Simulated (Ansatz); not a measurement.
C$_{2}$F$_{3}$O, doublet, geometry from GFN2-xTB; HF/3-21G (Ansatz, a program for electronic structure).

Here is a job for Ansatz.
Ansatz 0.2 input:
```yaml
crystal:
  periodic: [false, false, false]
  atoms:
    - {symbol: O, position_ang: [2.11266698, -0.03819987, -0.03852455]}
    - {symbol: C, position_ang: [1.08986429, -0.50654037, 0.29602905]}
    - {symbol: C, position_ang: [-0.34111089, -0.01722593, 0.02420795]}
    - {symbol: F, position_ang: [-0.38109944, 1.16630353, -0.60493613]}
    - {symbol: F, position_ang: [-1.01273776, 0.11577451, 1.16522583]}
    - {symbol: F, position_ang: [-0.98325794, -0.89894506, -0.73953699]}
basis:
  gaussian:
    orbitals: 3-21G.json
hamiltonian:
  xc: hf
magnetization: {spin_polarized: true, initial_magnetization: 1}
```
The basis file holds 3-21G in the JSON format of the Basis Set Exchange.

What the program printed (banner, timings and long lists left out):

```
Functional definition: HF
600 factors; integrals over basis functions are off by at most 2.4e-4 eV
mean field evaluation 1: about -12141.7060 eV, gradient 3.4e1 eV
mean field evaluation 2: about -12141.7916 eV, gradient 3.4e1 eV
mean field evaluation 4: about -12146.8944 eV, gradient 3.8e0 eV
mean field evaluation 8: about -12147.0014 eV, gradient 5.9e-1 eV
mean field evaluation 16: about -12147.0275 eV, gradient 1.8e-5 eV
mean field evaluation 32: about -12147.0257 eV, gradient 1.9e-1 eV
mean field evaluation 64: about -12147.0007 eV, gradient 6.6e-1 eV
mean field -12147.02752404 eV, -446.3950279574 hartree, gradient 2.8e-5 eV, S^2 0.795539; 1 other end points of the search recorded, 0 dependent functions left out
reference -12147.02752404 eV, -446.3950279574 hartree; 24, 23 occupied and 30, 31 virtual orbitals, 600 factors
Total energy: -12147.02752404 eV, -446.3950279574 hartree
```
